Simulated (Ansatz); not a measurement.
Isolated molecules relaxed with PBE0-D4/def2-TZVP in Ansatz; ΔE leaves out vibrations. CCSD(T)/CBS is the MP2 limit (def2-TZVPP, def2-QZVPP) plus CCSD(T) − MP2 in def2-TZVPP, frozen cores. This one scheme is used for every species, atoms too. Functionals use def2-TZVPP. B3LYP here is the variant with VWN-RPA as its local correlation; programs differ in this. HSE06 is defined as in plane-wave codes. Open shells (•) are unrestricted, without spin–orbit coupling. Spin–orbit coupling would lower the free atoms: a little for O, Si; clearly for Ga. For Ga outer-core shells are correlated without core-valence functions, so the limit isn't a true one: a few kJ/mol of doubt a bond, and 10 to 20 or more in all where bonds break to atoms. Scalar relativity is left out up to krypton. One conformer a species, not always the lowest.

Consider the atomization: `[NH2][Ga][O][SiH3]`• → Ga• + 5 H• + N• + O• + Si•.

`[NH2][Ga][O][SiH3]`•:

```xyz
9

N    -0.389   -2.134   -1.550
Ga    0.384   -0.490   -1.265
O    -0.068    0.244    0.312
Si    0.133    1.617    1.166
H    -0.023   -2.729   -2.276
H    -0.624   -2.674   -0.727
H     0.676    1.297    2.515
H     1.080    2.551    0.492
H    -1.169    2.317    1.333
```

| level | ΔE (eV) |
| --- | --- |
| HSE06-D4 | 28.95 |
| PBE-QIDH | 28.94 |
| B3LYP | 28.99 |
| r2SCAN0 | 28.77 |
| MP2/def2-SVP | 27.48 |
| MP2/def2-QZVPP | 29.61 |
| MP2/CBS(def2) | 29.92 |
| CCSD/CBS(def2) | 29.01 |

Task: What does CCSD(T)/CBS give? (An estimate is asked.)

Result: The calculation gave: +29.45 eV. The listed levels differ from it by -0.50, -0.51, -0.46, -0.68, -1.97, 0.16, 0.47, -0.44 eV.

Largest T1 diagnostic among the species: 0.016.

From PBE to PBE0 (25 % exact exchange), in def2-TZVPP and without D4, ΔE moves by −0.53 eV: exact exchange takes away binding that semilocal exchange gives to molecules. At CCSD(T), def2-SVP lies −2.38 eV from the extrapolated value and def2-TZVPP −0.80 eV: correlation converges slowly with the basis, and small sets miss more of it in the bonded molecule than in its fragments.

For atomizations the MP2-based limit and the directly extrapolated one differ by several kJ/mol either way, and by 10 to 25 for some Ge, Se and Sn compounds, so smaller differences from it don't rank the levels.
